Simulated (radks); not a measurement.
Radial electron density D(r) = 4 pi r^2 rho(r) of an atom or ion with 37 electrons. All-electron calculation, non-relativistic Kohn-Sham, TPSS, spin-polarised, spherical densities, point nucleus; meta-GGA in the generalised Kohn-Sham scheme. Program: a radial shooting solver on a logarithmic mesh with Libxc functionals.

```
   r/bohr * D(r) (the largest magnitude, 104, reaches the edge; | marks zero)
 0.001936 |  *
 0.002481 |    *
 0.003154 |      *
 0.004042 |          *
 0.005179 |              *
 0.006584 |                    *
 0.008437 |                           *
  0.01081 |                                 *
  0.01374 |                                      *
  0.01761 |                                        *
  0.02257 |                                       *
  0.02869 |                                     *
  0.03677 |                                    *
  0.04674 |                                         *
   0.0599 |                                                  *
  0.07676 |                                                      *
  0.09758 |                                                 *
    0.125 |                                        *
   0.1602 |                                         *
   0.2037 |                                               *
    0.261 |                                       *
   0.3345 |                     *
   0.4252 |             *
   0.5449 |            *
   0.6927 |       *
   0.8877 | *
    1.138 *
    1.446 *
    1.853 *
```

What is the nuclear charge?

Answer. Z = 61. The innermost maximum, from 1s, lies near 1/Z = 0.0164 bohr (found: 0.0183), and its height grows with Z. The density is that of the promethium ion Pm24+ in [Kr] 4d1; the configuration itself is not fixed sharply by these data, and Z only to a few units. D(r) has 4 maxima, at r = 0.0183, 0.0755, 0.207, 0.491 bohr, and minima at 0.0331, 0.138, 0.468 bohr, inside which lie 1.97, 11.20, 29.70 electrons.
